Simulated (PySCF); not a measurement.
## `InChI=1S/CH7BIN/c1-2(3)4/h2H,1,4H3/t2-/m0/s1`: coupling constants with relativity

Geometry (Å), atoms numbered from 1 in this order:
```xyz
11

C    -1.2367   -0.5812   -0.0448
B    -0.1159    0.5165   -0.3211
N     1.3333   -0.0647    0.1110
I    -0.3097    2.3348    1.0357
H    -1.2910   -0.9018    1.0099
H    -1.0840   -1.4830   -0.6676
H    -2.2288   -0.1851   -0.3083
H     0.0029    0.9136   -1.4648
H     1.3345   -0.3193    1.1022
H     1.5777   -0.8929   -0.4386
H     2.0570    0.6446   -0.0229
```

Level of theory for the indirect couplings: PBE0/pcJ-1 (dyall-v2z on I), isolated molecule, Gaussian nuclear model, structure from PBE0-D3(BJ)/def2-SVP (PySCF 2.14 with density-fitted X2C routines).

Non-relativistic values:
```json
{"coupling": "1J(127I,11B)", "atoms": "I4 – B2", "J (Hz)": "-58.8"}
{"coupling": "2J(127I,13C)", "atoms": "I4 – C1", "J (Hz)": "8.3"}
{"coupling": "2J(127I,15N)", "atoms": "I4 – N3", "J (Hz)": "-2.9"}
{"coupling": "2J(127I,1H)", "atoms": "I4 – H8", "J (Hz)": "25.3"}
{"coupling": "3J(127I,1H)", "atoms": "I4 – H5/H6/H7", "J (Hz)": "11.3"}
{"coupling": "3J(127I,1H)", "atoms": "I4 – H9/H10/H11", "J (Hz)": "5.8"}
```

What do two-component X2C with spin–orbit coupling give?

## Answers


| coupling | atoms | with spin–orbit (Hz) |
| --- | --- | --- |
| 1J(127I,11B) | I4 – B2 | -85.6 |
| 2J(127I,13C) | I4 – C1 | 7.6 |
| 2J(127I,15N) | I4 – N3 | 0.0 |
| 2J(127I,1H) | I4 – H8 | 32.5 |
| 3J(127I,1H) | I4 – H5/H6/H7 | 12.0 |
| 3J(127I,1H) | I4 – H9/H10/H11 | 5.2 |

The largest listed coupling, 1J(127I,11B), ends at 1.46 times its non-relativistic value. Equivalent partners are averaged, as under fast rotation. In the static structure 3J(127I,1H) spreads over 6.6, 28.1, 1.3 Hz. In the static structure 3J(127I,1H) spreads over 2.2, 12.5, 0.8 Hz. Couplings to strongly quadrupolar nuclei (127I) are seldom resolved in solution.
